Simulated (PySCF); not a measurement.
Below is a simulated gas-phase C 1s photoelectron spectrum of `CCC1=CC=CC[CH+]1`.

Every computed line was given a Gaussian of 0.8 eV full width at half maximum and an area set by the number of equivalent atoms; the highest printed point is 100. Method: PySCF 2.14.0, delta-SCF UKS SCAN, pcX-2 on the ionised atom, pcseg-1 elsewhere, spin-free X2C.

```tsv
binding energy (eV)	intensity
293.1	0
293.2	0
293.3	0
293.4	1
293.5	2
293.6	3
293.7	6
293.8	9
293.9	13
294.0	17
294.1	21
294.2	24
294.3	26
294.4	27
294.5	27
294.6	27
294.7	28
294.8	28
294.9	27
295.0	27
295.1	28
295.2	30
295.3	36
295.4	45
295.5	57
295.6	72
295.7	85
295.8	95
295.9	100
296.0	99
296.1	93
296.2	84
296.3	74
296.4	63
296.5	53
296.6	43
296.7	35
296.8	27
296.9	20
297.0	14
297.1	9
297.2	6
297.3	3
297.4	2
297.5	1
297.6	0
297.7	0
297.8	0
```

Question: Count the maxima, the lines and the sites behind this envelope.

Answer: The curve has 2 maxima (at 294.7 and 295.9 eV). Under it lie 8 lines from 8 inequivalent carbon sites. At this width some lines have no maximum of their own.

Question: Decompose the envelope and assign each component. Numbering: `[CH3:1][CH2:2][C:3]1=[CH:4][CH:5]=[CH:6][CH2:7][CH+:8]1`.

Answer: 
| position (eV) | relative area | line | atoms | environment |
| --- | --- | --- | --- | --- |
| 294.25 | 1 | C 1s | C1 | methyl carbon |
| 294.91 | 1 | C 1s | C2 | allylic carbon |
| 295.76 | 1 | C 1s | C8 | carbon bonded to 2 C and H |
| 295.84 | 1 | C 1s | C3 | carbon bonded to 3 C |
| 295.85 | 1 | C 1s | C5 | alkene CH carbon |
| 295.97 | 1 | C 1s | C6 | alkene CH carbon |
| 296.25 | 1 | C 1s | C4 | carbon bonded to 2 C and H |
| 296.62 | 1 | C 1s | C7 | allylic carbon |

Question: What are the centre and the root-mean-square width of the whole band?

Answer: The area-weighted mean of the lines is 295.68 eV. Their own spread about it is 0.71 eV (rms) and each Gaussian has σ = 0.8/2.355 = 0.34 eV; the variances add, which gives 0.78 eV.

The listed C 1s values span 2.37 eV, from C1 (bonded to C and 3 H) to C7 (bonded to 2 C and 2 H). Summing the Pauling electronegativity differences to the bonded atoms, each weighted by its formal bond order, gives -1.05 for the lowest site and -0.70 for the highest; the largest sum, 0.00, belongs to C3, 0.78 eV below the top. The values 295.84 and 295.85 eV lie too close for their order to be trusted.

The curve has no shake-up lines and no vibrational structure. Spin contamination (⟨S²⟩ against 0.75 for a pure doublet) is marked for C 1s of C4 (0.91) and C 1s of C6 (0.95), which makes these values less certain. The species carries charge +1, so core ionisation leaves charge +2. Isolated species at its PBE0-D3(BJ)/def2-SVP geometry (one conformer only).

Conformer computed: `[CH3:1][CH2:2][C:3]1=[CH:4][CH:5]=[CH:6][CH2:7][CH+:8]1`: C1–C2–C3–C4 79°.
